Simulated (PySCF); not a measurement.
Ga(H)3(HOMe), CH7GaO, singlet, PBE0/def2-SVP optimised geometry.

```
10

Ga    -0.42    -0.05     0.00
H     -1.16    -1.34    -0.53
H     -1.16     1.34     0.00
H      1.16    -0.05     0.00
C      0.02    -1.47     2.73
O     -0.69    -0.41     2.10
H      1.10    -1.28     2.74
H     -0.18    -2.37     2.14
H     -0.35    -1.62     3.75
H     -0.59     0.41     2.60
```

Density from PBE0/def2-TZVP in PySCF 2.14.0 at that geometry.

Minimum of the electron density along straight lines between bonded atoms, close to the bond critical point (lines longer than 1.1 times the sum of covalent radii, or with two minima, are not listed):

| bond | length / Å | ρ at the minimum / e bohr⁻³ | ∇²ρ there / e bohr⁻⁵ | position (fraction from the first atom) |
|---|---|---|---|---|
| Ga1–H2 | 1.577 | 0.112 | 0.15 | 0.60 |
| Ga1–H3 | 1.580 | 0.111 | 0.15 | 0.60 |
| Ga1–H4 | 1.585 | 0.110 | 0.15 | 0.60 |
| C5–O6 | 1.419 | 0.250 | -0.45 | 0.35 |
| C5–H7 | 1.102 | 0.280 | -0.98 | 0.65 |
| C5–H8 | 1.097 | 0.283 | -1.00 | 0.65 |
| C5–H9 | 1.101 | 0.280 | -0.97 | 0.65 |
| O6–H10 | 0.965 | 0.359 | -2.48 | 0.81 |
